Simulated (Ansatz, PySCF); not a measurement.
Pair of molecules: HF (SMILES F) (first 2 atoms) with CH4O (SMILES CO); geometry from B3LYP-D3(BJ)/def2-TZVP, rigid monomers moved along the line of their centres of mass till H2···O4 is 1.89 Å.
(charge 0, multiplicity 1):
```xyz
8

F      0.085     0.013     0.236
H     -0.216    -0.060     1.134
C      0.508     0.402     3.760
O     -0.562    -0.157     2.986
H      0.236     0.455     4.816
H      0.667     1.410     3.382
H      1.429    -0.171     3.641
H     -0.737    -1.057     3.281
```

Interaction energies are E(AB) − E(A) − E(B) at the monomers' geometry in the complex; basis-set methods are counterpoise corrected. Rows marked so take none.

Frozen-core correlation. CBS(a, b) extrapolates the correlation energy as X⁻³ and adds the Hartree–Fock energy of set b. Rows in 6-311+G**, 6-31G* carry no dispersion term and start afresh at each structure (6-31G* with six Cartesian d functions).

Run with Ansatz (an electronic-structure program); PySCF for 6-311+G** rows, 6-31G* rows, the dispersion terms. Each number belongs to the level named beside it.

| level | interaction energy (kcal/mol) |
|---|---|
| HF/6-31G* | -8.76 |
| r2SCAN/def2-TZVPPD | -9.70 |
| B3LYP/6-31G* | -9.31 |
| B3LYP/6-31G* (no counterpoise) | -11.11 |
| B3LYP/6-311+G** (no counterpoise) | -10.38 |
| B3LYP-D3(BJ)/def2-TZVPPD | -9.87 |
| M06-2X/6-31G* (no counterpoise) | -11.13 |
| CCSD/aug-cc-pVDZ | ? |
| MP2/CBS(aug-cc-pVDZ, aug-cc-pVTZ) + ΔCCSD(T)/aug-cc-pVDZ | -9.24 |

Fill in the missing entries.


- CCSD/aug-cc-pVDZ, interaction energy (kcal/mol): -8.57
